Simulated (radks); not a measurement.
Values are calculated unless marked as measured or tabulated.
Co V, 23 electrons, occupied as [Ar] 3d(3/2: 4, 5/2: 0) 4s1 (not the ground configuration). Code: a radial shooting solver on a logarithmic mesh with Libxc functionals. Model: Dirac Kohn-Sham, relativistic LDA (MacDonald-Vosko exchange, VWN5 correlation), spin-unpolarised, spherical densities, finite nucleus; Fermi nuclear charge, rms radius 3.7875 fm.

Radial electron density D(r) = 4 pi r^2 rho(r):

```
   r/bohr * D(r) (the largest magnitude, 36.5, reaches the edge; | marks zero)
 0.002403 |*
 0.002731 | *
 0.003104 | *
 0.003528 |  *
 0.004042 |   *
 0.004593 |    *
 0.005221 |     *
 0.005934 |      *
 0.006744 |        *
 0.007665 |          *
 0.008711 |            *
 0.009901 |              *
  0.01125 |                 *
  0.01279 |                     *
  0.01465 |                         *
  0.01665 |                             *
  0.01893 |                                 *
  0.02151 |                                     *
  0.02445 |                                         *
  0.02779 |                                            *
  0.03158 |                                               *
   0.0359 |                                                *
   0.0408 |                                                *
  0.04637 |                                               *
   0.0527 |                                             *
  0.06038 |                                           *
  0.06862 |                                        *
  0.07799 |                                      *
  0.08864 |                                      *
   0.1007 |                                       *
   0.1145 |                                           *
   0.1301 |                                               *
   0.1479 |                                                   *
   0.1681 |                                                      *
   0.1911 |                                                      *
   0.2189 |                                                  *
   0.2488 |                                           *
   0.2828 |                                   *
   0.3214 |                           *
   0.3653 |                      *
   0.4151 |                    *
   0.4718 |                     *
   0.5363 |                       *
   0.6095 |                         *
   0.6927 |                         *
   0.7873 |                      *
    0.902 |                 *
    1.025 |            *
    1.165 |        *
    1.324 |    *
    1.505 |  *
    1.711 | *
    1.944 |*
     2.21 |*
    2.511 |*
    2.854 *
     3.27 *
    3.717 *
    4.224 *
    4.801 *
    5.457 *
```

D(r) has 3 maxima, at r = 0.0392, 0.178, 0.639 bohr, and minima at 0.0852, 0.418 bohr, inside which lie 2.11, 10.67 electrons.
